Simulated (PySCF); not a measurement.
Atom-mapped SMILES (the numbers label the heavy atoms): `[F:1]/[CH:2]=[CH:3]/[O:4]/[CH:5]=[C:6](/[F:7])[O:8][CH:9]([F:10])[F:11]`; H(Xn) means a hydrogen on atom n.

Calculated, not measured (PySCF 2.14): NMR shieldings at PBE0/pcSseg-1/GIAO, geometry: GFN2-xTB. A single conformation, non-relativistic, in vacuum, rapidly exchanging positions averaged.

δ = σ(ref) − σ, references computed at the same level: TMS for 13C (σ = 186.93 ppm), 1H (σ = 31.72 ppm); 19F (σ = 170.95 ppm) vs CFCl3; 17O (σ = 336.08 ppm) against H2O.

| atoms | nucleus | count | Hirshfeld charge | δ (ppm) |
| --- | --- | --- | --- | --- |
| O4 | 17O | 1 | -0.08 | ? |
| C3 | 13C | 1 | 0.00 | 145.0 |
| C9 | 13C | 1 | 0.21 | 120.8 |
| H(C5) | 1H | 1 | 0.06 | ? |
| H(C2) | 1H | 1 | 0.06 | 7.50 |
| O8 | 17O | 1 | -0.12 | 171.1 |
| H(C3) | 1H | 1 | 0.06 | ? |
| C5 | 13C | 1 | -0.01 | 125.4 |
| H(C9) | 1H | 1 | 0.05 | 6.90 |
| C2 | 13C | 1 | 0.02 | ? |
| F10/F11 | 19F | 2 | -0.10 | -102.3 |
| F7 | 19F | 1 | -0.08 | -148.8 |
| F1 | 19F | 1 | -0.09 | -187.7 |
| C6 | 13C | 1 | 0.12 | 158.7 |

**Question.** Estimate the values marked ?.

**Answer.** 
- C2: 152.1 ppm, β carbon of an enol-ether or enamine type C=C
- H(C3): 7.00 ppm, hydrogen on an alkene carbon bearing oxygen; olefinic region
- H(C5): 6.30 ppm, hydrogen on an alkene carbon bearing oxygen; attached to an sp2 carbon and in the plane of the double bond
- O4: 105.1 ppm, ether oxygen

Shifts are as computed. Against solution values, carbons near 30 ppm lie about +3 ppm off and those near 130 ppm about +5 ppm. Of 1309 compounds with measured shifts, 239 miss one by over three times the rms of a fit or turn the order of signals round; such compounds aren't used in these exercises. Unscaled 19F shifts against computed CFCl3 carry errors that often reach 10 to 50 ppm. Experimental scales use liquid or dissolved standards, which lie at an offset from isolated H2O (liquid H2O: subtract about 36 ppm).
